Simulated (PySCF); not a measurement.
Bond curve of TlN

Set-up: basis Tl cc-pVTZ-PP with ECP60, N cc-pVTZ; scalar-relativistic core potentials; PySCF 2.14. Energies in eV from Tl + N in their ground configurations at the same level. All curves are PBE0. state 1: ³Σ⁻ (triplet), unpaired electrons π ↑↑; state 2: ³Π (triplet), unpaired electrons σ ↑, π ↑, a second solution, started from another occupation; state 3: Ms = 0 determinant of mixed spin (⟨S²⟩ near 1.0), unpaired electrons π ↑↓, a mixture of terms (⟨Lz²⟩ = 2.0), a second solution, started from another occupation; state 4: Ms = 0 determinant of mixed spin (⟨S²⟩ near 1.0), unpaired electrons σ ↓, π ↑, a second solution, started from another occupation.

| R (Å) | state 1 | state 2 | state 3 | state 4 |
| --- | --- | --- | --- | --- |
| 1.985 | -0.986 | -1.188 | -0.474 | -0.7847 |
| 2.077 | -1.349 | -1.337 | -0.833 | -0.9065 |
| 2.170 | -1.544 | -1.367 | -1.024 | -0.9127 |
| 2.239 | -1.611 | -1.337 | -1.088 | -0.8662 |
| 2.308 | -1.629 | -1.276 | -1.101 | -0.7895 |
| 2.377 | -1.608 | -1.195 | -1.076 | -0.6912 |
| 2.470 | -1.539 | -1.068 | -0.998 | -0.5378 |
| 2.585 | -1.410 | -0.903 | -0.853 | -0.3265 |
| 2.723 | -1.225 | -0.719 | -0.641 | -0.0671 |
| 2.908 | -0.978 | -0.520 | -0.333 | 0.2386 |

Problem. Put a parabola through the three lowest points of the state 1 curve and estimate Re, k and ωe (reduced mass 13.11 u; 1 eV/Å² = 0.16022 mdyn/Å; ωe = 1302.8·√(k/μ) cm⁻¹).

Solution. Through R = 2.239, 2.308, 2.377 Å the second-order coefficient is 4.10 eV/Å², so Re ≈ 2.305 Å, k ≈ 1.31 mdyn/Å and ωe ≈ 412 cm⁻¹. A polynomial fit of higher order to the unrounded PBE0 energies gives Re = 2.302 Å, k = 1.28 mdyn/Å, ωe = 407 cm⁻¹; anharmonicity and rounding make the difference.

The higher-order fit for each curve: state 1: Re = 2.302 Å, ωe = 407 cm⁻¹, De = 1.63 eV; state 2: Re = 2.153 Å, ωe = 449 cm⁻¹, minimum 1.37 eV below the ground-state fragments; state 3: Re = 2.294 Å, ωe = 419 cm⁻¹, minimum 1.10 eV below the ground-state fragments; state 4: Re = 2.128 Å, ωe = 468 cm⁻¹, minimum 0.92 eV below the ground-state fragments.

⟨S²⟩ of the unrestricted solution departs from its pure value on part of the curve, where spin states mix. Spin–orbit coupling is left out, which matters for elements this heavy, above all for dissociation energies. The state is the lowest determinant that a PBE0 search found; another state may lie lower at other levels.
